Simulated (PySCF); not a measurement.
H4N, SMILES [NH4+], charge +1.

The structure is a stationary point at r2SCAN-D4/def2-TZVPD.

Two levels are set side by side: PBE/def2-TZVPD (PySCF) and ωB97X/def2-TZVPD (PySCF). Same geometry, gas phase. Differences are taken from unrounded values.

```
quantity                      ωB97X     PBE  PBE minus ωB97X
---------------------------  ------  ------  ---------------
orbital gap (eV)              21.51   14.16            -7.35
highest occupied level (eV)  -25.40  -21.02             4.38
lowest empty level (eV)       -3.89   -6.86            -2.97
mean polarisability (bohr³)     9.0     9.2              0.2
```

PBE's occupied levels lie high since its potential decays too fast outside the molecule; exact exchange lowers them and widens the gap. Differences between two approximate levels are no errors against the true value.

Rough cost on one machine, each run with all the roots and properties that it gave: ωB97X against PBE within a factor of 2.
